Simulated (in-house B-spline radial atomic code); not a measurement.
Mn. Computed with a B-spline radial atomic code. Model: non-relativistic spherical atom: semilocal Troullier-Martins pseudo-atom, one channel per l, against all electrons, high spin, G0W0 and RPA with empty states to l = 8, local potential for every l without a channel, a model core (radius 0 = none) keeps its share of the functional.

What the tables leave out is listed at the end.

The pseudopotential gives back the lowest level of each angular momentum of its own functional in the configuration it was made in; a second state of the same l is only approximately right. Exact exchange, RPA and GW see the smooth pseudo-orbitals and miss the exchange with the core, for which the functional's share stands in. The column with an uncorrelated core keeps all orbitals and exact exchange, and so separates missing core correlation from pseudisation. Only the three outermost levels and the lowest empty one were computed. RPA here is direct RPA, with no exchange kernel, and its energies carry an (l + 1/2)⁻⁴ tail. A hybrid on a potential with a model core restores only its own semilocal share of the core's exchange.

Command:
```bash
python run_psgw.py task.json out
```
Settings (lengths in bohr, energies in hartree):
```
Z                      25
electrons              25
configuration          [Ar] 3d5 4s2
generated_in           [Ar] 3d5 4s2
functional             pbe,pbe
core_shells            4
radius_factor          1.15
core_correction        False
ion_configuration      [Ar] 3d5 4s1
```

Time taken, with all properties: 30 s on 1 thread of Intel(R) Xeon(R) 6975P-C (Granite Rapids) (shared host).

Given: made with PBE; model core radius 0 bohr; local radius 1.174 bohr; mean-field start PBE.

Valence shells of the generating configuration: 3p, 3d, 4s.

Channel: s 2.9, p 0.87, d 2.618 (radii in bohr).

Computed: largest level miss in the spin-unpolarised generating configuration 0.001 eV; valence RPA correlation energy all-electron orbitals -0.78167 hartree; valence RPA correlation energy pseudo -0.85332 hartree; all-electron RPA polarisability, core included 54.219 bohr³; ionisation by mean-field pseudo minus all -0.18 eV; ionisation by RPA all-electron 7.779 eV; ionisation by RPA pseudo minus all -0.009 eV.

```
  level  occupied  mean-field all-electron (eV)  mean-field pseudo minus all (eV)  G0W0 all-electron (eV)  G0W0 uncorrelated core minus all (eV)  G0W0 pseudo minus all (eV)  exchange self-energy all-electron (eV)  exchange self-energy pseudo (eV)
4s down         1                       -4.4174                             0.093                 -7.3192                                 -0.017                      -0.117                                 -8.5717                           -8.1411
```

Problem. What is the ionisation by mean-field all-electron?

Solution. 7.1607 eV.

Problem. What is the pseudo-atom RPA polarisability?

Solution. 55.661 bohr³.

Given: mean-field start PBE0.

Computed: valence RPA correlation energy all-electron orbitals -0.72843 hartree; all-electron RPA polarisability, core included 47.858 bohr³; pseudo-atom RPA polarisability 46.243 bohr³; ionisation by mean-field all-electron 7.024 eV; ionisation by mean-field pseudo minus all -0.115 eV; ionisation by RPA all-electron 7.4966 eV.

```csv
level,occupied,mean-field all-electron (eV),mean-field pseudo minus all (eV),G0W0 all-electron (eV),G0W0 uncorrelated core minus all (eV),G0W0 pseudo minus all (eV),exchange self-energy all-electron (eV),exchange self-energy pseudo (eV)
4s down,1,-5.0621,0.082,-7.373,-0.017,-0.108,-8.4204,-8.1907
4s up,1,-6.0612,-0.391,-8.432,-0.026,-0.992,-10.587,-12.32
```

Problem. What is the ionisation by RPA pseudo minus all?

Solution. -0.006 eV.

Problem. What is the valence RPA correlation energy pseudo?

Solution. -0.80829 hartree.

Given: mean-field start Hartree-Fock.

Computed: valence RPA correlation energy all-electron orbitals -0.61761 hartree; valence RPA correlation energy pseudo -0.70548 hartree; all-electron RPA polarisability, core included 41.266 bohr³; pseudo-atom RPA polarisability 34.413 bohr³; ionisation by mean-field all-electron 5.9723 eV; ionisation by RPA pseudo minus all 0.003 eV.

```json
{"level": "4s down", "occupied": "1", "mean-field all-electron (eV)": "-6.1505", "mean-field pseudo minus all (eV)": "0.034", "G0W0 all-electron (eV)": "-7.1915", "G0W0 uncorrelated core minus all (eV)": "-0.011", "G0W0 pseudo minus all (eV)": "0.139", "exchange self-energy all-electron (eV)": "-7.692", "exchange self-energy pseudo (eV)": "-7.8306"}
{"level": "4s up", "occupied": "1", "mean-field all-electron (eV)": "-7.4415", "mean-field pseudo minus all (eV)": "-2.196", "G0W0 all-electron (eV)": "-8.4048", "G0W0 uncorrelated core minus all (eV)": "-0.02", "G0W0 pseudo minus all (eV)": "-1.505", "exchange self-energy all-electron (eV)": "-9.8974", "exchange self-energy pseudo (eV)": "-15.107"}
{"level": "3d up", "occupied": "1", "mean-field all-electron (eV)": "-17.44", "mean-field pseudo minus all (eV)": "2.149", "G0W0 all-electron (eV)": "-15.868", "G0W0 uncorrelated core minus all (eV)": "0.108", "G0W0 pseudo minus all (eV)": "1.562", "exchange self-energy all-electron (eV)": "-40.365", "exchange self-energy pseudo (eV)": "-31.248"}
```

Problem. What is the ionisation by mean-field pseudo minus all?

Solution. 0.014 eV.

Problem. What is the ionisation by RPA all-electron?

Solution. 7.056 eV.

Among the listed levels the largest G0W0 shift of the pseudo-atom is +1.56 eV, for 3d up on the Hartree-Fock start, while leaving the core uncorrelated moves that level by +0.11 eV. So pseudisation and the lost core exchange, not the missing core correlation, make the error. Not in the tables (levels of low weight, unsolved or above zero; the highest and the empty levels are kept at any weight): on PBE the G0W0 levels 4s up (pseudo minus all -0.66 eV, weights 0.56 and 0.65), 3d up (pseudo minus all +0.81 eV, weights 0.39 and 0.07), 3d down (pseudo minus all +0.91 eV, weights 0.37 and 0.47); on PBE0 the G0W0 levels 3d up (pseudo minus all +0.73 eV, weights 0.66 and 0.54), 3d down (pseudo minus all +0.62 eV, weights 0.69 and 0.75).
